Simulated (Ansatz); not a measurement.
Stepwise reaction of `[F][Mo]([F])(=[S])=[S]` with hydrogen chloride, as a gas-phase model of exchange steps in deposition or etching. ΔE in kJ/mol; ΔG adds harmonic PBE0-D4 terms to CCSD(T)/CBS, at 1 bar.

Program: Ansatz. Geometries: PBE0-D4/def2-TZVP. ΔE: electronic, gas phase. CCSD(T)/CBS is the MP2 limit (def2-TZVPP, def2-QZVPP) plus CCSD(T) − MP2 in def2-TZVPP, frozen cores. This one scheme is used for every species. Functionals use def2-TZVPP. B3LYP here is the variant with VWN-RPA as its local correlation; programs differ in this. Elements past krypton have def2 core potentials. For Mo outer-core shells are correlated without core-valence functions, which leaves a few kJ/mol of doubt a bond.

| step | reaction | PBE-D4 | B3LYP-D4 | ωB97M-V | CCSD(T)/CBS | ΔG(600 K) |
| --- | --- | --- | --- | --- | --- | --- |
| 1 | `[F][Mo]([F])(=[S])=[S]` + HCl → `[F][Mo](=[S])(=[S])[Cl]` + H–F | -10.5 | -11.8 | -8.3 | -25.9 | -23.2 |
| 2 | `[F][Mo](=[S])(=[S])[Cl]` + HCl → `[S]=[Mo](=[S])([Cl])[Cl]` + H–F | -12.2 | -13.9 | -9.9 | -27.6 | -17.9 |

Problem. By hand: ΔE of the 2 steps together at CCSD(T)/CBS.

Solution. (-25.9) + (-27.6) = -53.5 kJ/mol, or -26.8 kJ/mol a step.

In ΔE the steps differ by no more than 1.7 kJ/mol. All are downhill at CCSD(T)/CBS. ΔG lies between -23.2 and -17.9 kJ/mol a step. PBE-D4 differs from CCSD(T)/CBS by 15.4 to 15.4 kJ/mol a step. Isolated molecules leave out the surface, adducts and barriers. Largest T1 diagnostic: 0.025.
